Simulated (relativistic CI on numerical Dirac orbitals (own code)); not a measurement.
Calculated at this level of theory: Dirac-Coulomb-Breit CI, separate exchange-only KLI orbitals for each configuration, model QED (radiative potential, 1s self-energy scaled to tabulated hydrogen-like ionisation energies), unscaled Slater integrals (own radial code, finite nucleus).

The strongest absorption lines from the ground level of an ion, among the configurations computed and to levels below about 993 eV (vacuum wavelength in nm, gf): 2.8478 (0.46), 2.8480 (1.3), 2.9019 (1.1), 3.1559 (0.06), 3.3779 (0.094), 3.3828 (0.27), 3.6471 (0.18), 4.8459 (0.25).

Which ion is it?
A. Dy49+
B. W59+
C. Dy51+
D. Sm47+

C. Dy51+ has 15 electrons and the ground level 3s²3p³ ²P°3/2; the strongest line goes to 3s²3p²3d ²D3/2. The pattern of lines fixes the number of electrons, and along that sequence the line energies rise steadily with the charge (about as its square where n changes within one kind of shell, about linearly where n is kept but much faster in heavy ions where fine structure, which grows about as Z⁴, sets the gap, and irregularly where shells cross), which fixes Z. Configurations outside the model, such as inner-shell arrays, can give stronger lines. At this charge energies of transitions that change n are usually good to better than 1 %, and those within a shell (Δn = 0) to a few per cent.

LS names give the leading component of a level, which can be under half, so a name can repeat, a term be missing and a line seem to break the LS rules.
